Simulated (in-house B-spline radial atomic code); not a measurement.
Removal energies of one electron outside the [Ne] 3s2 core along the 13-electron series, with the parts due to correlation (partial-wave tail included) and to Breit and QED terms, both contained in the total; recoil is left out. Computed with an all-electron radial atomic-structure program (B-spline basis): frozen-core Dirac-Hartree-Fock with a screened correlation potential.

| ion | Z | removal energy of 3p1/2 (eV) | correlation part of 3p1/2 (eV) | Breit and QED part of 3p1/2 (eV) | removal energy of 3p3/2 (eV) | correlation part of 3p3/2 (eV) | Breit and QED part of 3p3/2 (eV) |
| --- | --- | --- | --- | --- | --- | --- | --- |
| Al | 13 | 6.0974 | 0.78851 | -0.00051982 | 6.083 | 0.78682 | 0.00032191 |
| Si+ | 14 | 16.458 | 0.95613 | -0.0023145 | 16.422 | 0.95451 | -0.00033565 |
| P2+ | 15 | 30.31 | 1.0707 | -0.0052756 | 30.24 | 1.0692 | -0.0017376 |
| S3+ | 16 | 47.471 | 1.1636 | -0.0095553 | 47.352 | 1.1624 | -0.0039924 |
| Cl4+ | 17 | 67.853 | 1.2449 | -0.015324 | 67.666 | 1.244 | -0.0072239 |
| Ar5+ | 18 | 91.407 | 1.3175 | -0.02276 | 91.131 | 1.3174 | -0.011561 |
| K6+ | 19 | 118.1 | 1.383 | -0.032042 | 117.71 | 1.3838 | -0.017135 |
| Ca7+ | 20 | 147.93 | 1.4443 | -0.043358 | 147.39 | 1.4464 | -0.024077 |
| Sc8+ | 21 | 180.87 | 1.5007 | -0.056893 | 180.15 | 1.5045 | -0.032521 |
| Ti9+ | 22 | 216.93 | 1.5533 | -0.072833 | 215.98 | 1.5593 | -0.042598 |
| V10+ | 23 | 256.1 | 1.6032 | -0.091373 | 254.89 | 1.6118 | -0.054445 |
| Cr11+ | 24 | 298.38 | 1.6496 | -0.1127 | 296.85 | 1.6614 | -0.068199 |
| Mn12+ | 25 | 343.78 | 1.6941 | -0.13702 | 341.87 | 1.7097 | -0.083992 |
| Fe13+ | 26 | 392.31 | 1.736 | -0.16452 | 389.96 | 1.7561 | -0.10196 |
| Co14+ | 27 | 443.96 | 1.7754 | -0.19541 | 441.1 | 1.8007 | -0.12224 |
| Ni15+ | 28 | 498.75 | 1.8134 | -0.22989 | 495.29 | 1.8446 | -0.14498 |
| Cu16+ | 29 | 556.69 | 1.848 | -0.26816 | 552.55 | 1.8861 | -0.1703 |
